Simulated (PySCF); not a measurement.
# Working out the ionisation energy of Sc

Sc [Ar] 3d1 4s2 (2D) → Sc⁺ [Ar] 3d1 4s1 (3D). All numbers are calculated (PySCF 2.14, the non-relativistic Hamiltonian (point nucleus), in def2-TZVPPD (6s6p4d2f1g, 67 functions)). Frozen: [Ne]. Energies in hartree (1 hartree = 27.21139 eV):

```
             part   Sc (lower)  Sc⁺ (upper)
              UHF  -759.725079  -759.527884
MP2 opposite-spin    -0.169094    -0.138947
    MP2 same-spin    -0.064673    -0.059782
```

Question: What does Hartree-Fock give?

Answer: (-759.527884) − (-759.725079) = 0.197195 hartree = 5.366 eV.

Question: What do MP2 and SCS-MP2 (6/5 opposite-spin, 1/3 same-spin) give?

Answer: The opposite-spin parts differ by 0.820 eV and the same-spin parts by 0.133 eV. MP2: 5.366 + (0.820) + (0.133) = 6.319 eV. SCS-MP2: 5.366 + 1.2 × (0.820) + (0.133)/3 = 6.394 eV.

Measured between the centres of the two terms (NIST): 6.562 eV, so MP2 (valence and next inner shell) is off by -0.243 eV.

The calculation is non-relativistic.

What remains against the reference includes basis incompleteness, the frozen core and correlation beyond second order.
